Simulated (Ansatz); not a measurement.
Harmonic frequencies (cm⁻¹) at PBE0-D4/def2-TZVP from Ansatz: 126, 338, 382, 396, 517, 712, 716, 2307, 2322.

Task: Which molecule is it?
A. `F[Se](F)(F)F`
B. `IP(I)I`
C. `N#CSC#N`
D. `[CH2][CH2]` (triplet)

Result: C.
